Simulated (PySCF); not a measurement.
## Name the molecule from its bond curve

A diatomic of charge +1 contains As. Its triplet curve at PBE0 in a double-zeta basis (scalar-relativistic core potentials, PySCF), in eV from the separated fragments:

```tsv
R (Å)	E (eV)
2.207	-0.969
2.309	-1.272
2.412	-1.435
2.489	-1.491
2.566	-1.506
2.643	-1.488
2.746	-1.432
2.874	-1.327
3.028	-1.180
3.233	-0.983
```

The fit gives ωe = 285 cm⁻¹ and the rotational constant Bₑ = 0.1418 cm⁻¹.

Which atom is the partner?

The minimum lies at 2.558 Å, so the reduced mass is 16.8576 u Å² cm⁻¹/(Bₑ·Re²) = 18.17 u. With As at 74.92 u the partner weighs about 24.0 u: Mg. The molecule is MgAs⁺.

Spin–orbit coupling is left out. The state is the lowest determinant that a PBE0 search found; another state may lie lower at other levels.
